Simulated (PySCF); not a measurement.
# How methods differ on the interval between two levels of Ga

Ga [Ar] 3d10 4s2 4p1 [2P3/2, M_J = 3/2] → Ga [Ar] 3d10 4s1 4p1 4d1 [4F9/2, M_J = 9/2], as a difference of total energies. Calculation: PySCF 2.14, in x2c-TZVPall-2c with one added diffuse shell each of s, p, d type (7s8p5d1f, 63 functions); the two-component X2C-1e Hamiltonian. Correlated levels: [Ne] frozen. "Screened" scales the spin-orbit matrix elements by Boettger's factors to mimic the two-electron term; Breit and QED terms are absent.

```
                    method  interval between two levels (cm⁻¹)
           GHF (spin-free)                               70152
          GMP2 (spin-free)                               80451
 GHF (screened spin-orbit)                               70292
GMP2 (screened spin-orbit)                               80600
```

The labels give the starting determinants; with spin-orbit coupling the two ends relaxed to ⟨J²⟩ = 3.76, ⟨L²⟩ = 2.01, ⟨S²⟩ = 0.76 and ⟨J²⟩ = 24.76, ⟨L²⟩ = 12.01, ⟨S²⟩ = 3.75.

The promoted electron is Rydberg-like, and one or two diffuse shells describe it only roughly, which tends to raise the upper state.
